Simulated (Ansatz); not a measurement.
`[CH3][AlH][GeH3]` + H₂O → `[CH3][AlH][OH]` + GeH₄  (formal hydrolysis of the Al–Ge bond)

Program: Ansatz. Geometries: PBE0-D4/def2-TZVP. ΔE: electronic, gas phase. CBS: MP2 limit from def2 TZ/QZ plus the TZ coupled-cluster correction, frozen cores. This one scheme is used for every species. DFT in def2-TZVPP. B3LYP here is the variant with VWN-RPA as its local correlation; programs differ in this. For Ge outer-core shells are correlated without core-valence functions, which leaves a few kJ/mol of doubt a bond. Scalar relativity is left out up to krypton. Each species was taken in one conformer, which may not be the lowest.

```tsv
level	ΔE (kJ/mol)
PBE0	-106.6
B3LYP	-122.8
```

Task: What does CCSD(T)/CBS give? (An estimate is asked.)

Result: Ansatz gave: -113.2 kJ/mol. The listed levels differ from it by 6.6, -9.6 kJ/mol.

Largest T1 diagnostic among the species: 0.012.

Leaving LDA and LC-ωPBE aside and taking each functional with its dispersion term where it has one, the values, not all of them listed here, spread over 24.4 kJ/mol, from B97M-V to PBE-D4. LDA lies −3.8 kJ/mol from PBE without D4. The D4 term adds +3.3 kJ/mol with B3LYP and +2.0 kJ/mol with PBE0; it sums over pairs of atoms, weighted by their polarisabilities, and B3LYP, whose exchange is more repulsive, gets the larger term.
